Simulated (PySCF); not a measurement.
**B²⁺: excitation energy**

B²⁺ [He] 2s1 (2S) → B²⁺ [He] 2p1 (2P), as a difference of total energies. All numbers are calculated (PySCF 2.14, scalar relativity by spin-free X2C-1e, in x2c-QZVPPall with one added diffuse shell each of s, p, d, f type (8s5p4d3f1g, 73 functions)). Correlated levels: valence and next inner shell: nothing frozen. The calculations carry no spin-orbit coupling.

```csv
method,excitation energy (eV)
UHF,6.056
LDA,5.361
PBE,5.305
PBE0,5.494
r2SCAN,5.380
BP86,5.241
TPSS,5.336
M06-2X,5.765
MP2 (valence and next inner shell),6.017
SCS-MP2 (valence and next inner shell),6.029
```

**Question.** How much does correlation contribute at MP2 (valence and next inner shell)?

**Answer.** 6.017 − (6.056) = -0.039 eV, measured against UHF.
